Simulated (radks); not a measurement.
Isoelectronic series with 53 electrons, all held in the configuration [Kr] 4d10 5s2 5p5, which need not be the ground one along the series. Method: scalar-relativistic Kohn-Sham, r2SCAN, spin-polarised, spherical densities, finite nucleus; open shells are filled with parallel spins first (spin-orbit coupling, left out, can overturn this in heavy ions); meta-GGA in the generalised Kohn-Sham scheme; Fermi nuclear charge, rms radius of each element as measured or else 0.836 A^(1/3) + 0.57 fm; computed with a radial shooting solver on a logarithmic mesh with Libxc functionals. Total energies (hartree) and orbital eigenvalues (hartree):

| ion | E (hartree) | 5p down | 5p up | 5s down |
|---|---|---|---|---|
| I | -7117.11998 | -0.25472 | -0.28426 | -0.64463 |
| Xe+ | -7447.56349 | -0.61984 | -0.65340 | -1.07569 |
| Cs2+ | -7786.6389 | -1.05189 | -1.08907 | -1.57468 |
| Ba3+ | -8134.3709 | -1.54298 | -1.58353 | -2.13374 |
| La4+ | -8490.7999 | -2.08873 | -2.13246 | -2.74867 |
| Ce5+ | -8855.9659 | -2.68635 | -2.73313 | -3.41687 |
| Pr6+ | -9229.9177 | -3.33393 | -3.38368 | -4.13667 |
| Nd7+ | -9612.7038 | -4.03013 | -4.08276 | -4.90688 |
| Pm8+ | -10004.3732 | -4.77391 | -4.82937 | -5.72667 |
| Sm9+ | -10404.9710 | -5.56453 | -5.62278 | -6.59545 |
| Eu10+ | -10814.5939 | -6.40139 | -6.46238 | -7.51284 |
| Gd11+ | -11233.2807 | -7.28401 | -7.34772 | -8.47852 |
| Tb12+ | -11661.1465 | -8.21204 | -8.27844 | -9.49235 |
| Dy13+ | -12098.1310 | -9.18521 | -9.25428 | -10.55414 |
